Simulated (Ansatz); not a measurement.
Reaction (formal exchange of groups at the Sn–C bond): `O[CH2][SnH3]` + `C#CC(C)OC` → `C#C[CH](C)[SnH3]` + `COCO`

Computed with Ansatz on PBE0-D4/def2-TZVP structures; ΔE is electronic, products minus reactants. CBS: MP2 limit from def2 TZ/QZ plus the TZ coupled-cluster correction, frozen cores. This one scheme is used for every species. DFT in def2-TZVPP. B3LYP here is the variant with VWN-RPA as its local correlation; programs differ in this. def2 core potentials past Kr. For Sn outer-core shells are correlated without core-valence functions, which leaves a few kJ/mol of doubt a bond. One conformer a species, not always the lowest.

```json
{"level": "r2SCAN-D4", "ΔE (kcal/mol)": "-12.6", "difference from CCSD(T)/CBS": "0.3"}
{"level": "B3LYP-D4", "ΔE (kcal/mol)": "-12.4", "difference from CCSD(T)/CBS": "0.5"}
{"level": "ωB97X-V", "ΔE (kcal/mol)": "-12.4", "difference from CCSD(T)/CBS": "0.5"}
{"level": "B2PLYP", "ΔE (kcal/mol)": "-12.6", "difference from CCSD(T)/CBS": "0.3"}
{"level": "PBE", "ΔE (kcal/mol)": "-12.0", "difference from CCSD(T)/CBS": "0.9"}
{"level": "r2SCAN", "ΔE (kcal/mol)": "-12.6", "difference from CCSD(T)/CBS": "0.3"}
{"level": "PBE0", "ΔE (kcal/mol)": "-12.7", "difference from CCSD(T)/CBS": "0.2"}
{"level": "HF/def2-TZVPP", "ΔE (kcal/mol)": "-13.0", "difference from CCSD(T)/CBS": "-0.1"}
{"level": "CCSD/def2-TZVPP", "ΔE (kcal/mol)": "-13.0", "difference from CCSD(T)/CBS": "-0.1"}
{"level": "HF/def2-QZVPP", "ΔE (kcal/mol)": "-12.9", "difference from CCSD(T)/CBS": "0.0"}
{"level": "CCSD(T)/CBS", "ΔE (kcal/mol)": "-12.9", "difference from CCSD(T)/CBS": "0"}
```

Largest T1 diagnostic among the species: 0.012.

From PBE to PBE0 (25 % exact exchange), in def2-TZVPP and without D4, ΔE moves by −0.7 kcal/mol.
